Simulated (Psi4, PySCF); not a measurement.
Conformational energy of SMILES Fc1cccc(F)c1-c1ccsc1 (C₁₀H₆F₂S), singlet. Scanned: dihedral C2–C8–C9–C10; all other coordinates were relaxed at GFN2-xTB. Points at φ and −φ are mirror images. Heavy atoms are numbered in the order of the SMILES Fc1cccc(F)c1-c1ccsc1, hydrogens after them in the order of the atoms that carry them; the mirror image has the same energies with the sign of each dihedral reversed.

RKS-B3LYP/6-31G* = restricted B3LYP/6-31G*, spherical d, density fitting // GFN2-xTB (PySCF); PBE-D3(BJ)/def2-SVP // GFN2-xTB (Psi4).

Energies relative to the lowest point of each profile, in kcal/mol:

```json
[
 {"φ / °": "-150", "RKS-B3LYP/6-31G*": "0.0"},
 {"φ / °": "-120", "RKS-B3LYP/6-31G*": "1.4"},
 {"φ / °": "-90", "RKS-B3LYP/6-31G*": "2.6"},
 {"φ / °": "-60", "RKS-B3LYP/6-31G*": "1.4"},
 {"φ / °": "-30", "RKS-B3LYP/6-31G*": "0.0"},
 {"φ / °": "0", "RKS-B3LYP/6-31G*": "0.7"},
 {"φ / °": "30", "RKS-B3LYP/6-31G*": "0.0"},
 {"φ / °": "60", "RKS-B3LYP/6-31G*": "1.4"},
 {"φ / °": "90", "RKS-B3LYP/6-31G*": "2.6"},
 {"φ / °": "120", "RKS-B3LYP/6-31G*": "1.4"},
 {"φ / °": "150", "RKS-B3LYP/6-31G*": "0.0"},
 {"φ / °": "180", "RKS-B3LYP/6-31G*": "0.7"}
]
```

Task: What does PBE-D3(BJ)/def2-SVP give at the same points?

Result: -150: 0.0; -120: 1.4; -90: 3.0; -60: 1.5; -30: 0.0; 0: 0.6; 30: 0.0; 60: 1.5; 90: 3.0; 120: 1.4; 150: 0.0; 180: 0.6 (kcal/mol).
